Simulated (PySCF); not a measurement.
Isomers of C4H2NPS, mass 126.965 u with the commonest isotopes. The calculation used CAM-B3LYP/def2-SVPD in PySCF (dipole) on a GFN2-xTB geometry, gas phase. One conformer each, none proved a minimum here; rigid rotors.

**Question.** Order these by rotational constant A, smallest first.
A. `N#Cc1cpcs1`
B. `N#CC1=CSC=P1`
C. `c1sc(C#N)pc1`

**Answer.** C (3300 MHz), B (3895 MHz), A (4081 MHz).

**Question.** Order these by dipole moment, smallest first.
A. `N#Cc1cscp1`
B. `N#CC1=CP=CS1`
C. `N#Cc1pccs1`

**Answer.** B (3.57 D), A (4.82 D), C (5.39 D).

```
    SMILES  point group  Ia (u·Å²)  Ib (u·Å²)  Ic (u·Å²)      κ  μa (D)  μb (D)  μc (D)
N#Cc1cscp1           Cs     129.75     348.62     478.37  -0.72    4.80    0.49    0.00
N#Cc1pccs1           Cs     153.15     290.42     443.57  -0.44    5.34    0.75    0.00
N#Cc1cpcs1           Cs     123.84     353.58     477.43  -0.75    3.46    0.87    0.00
```
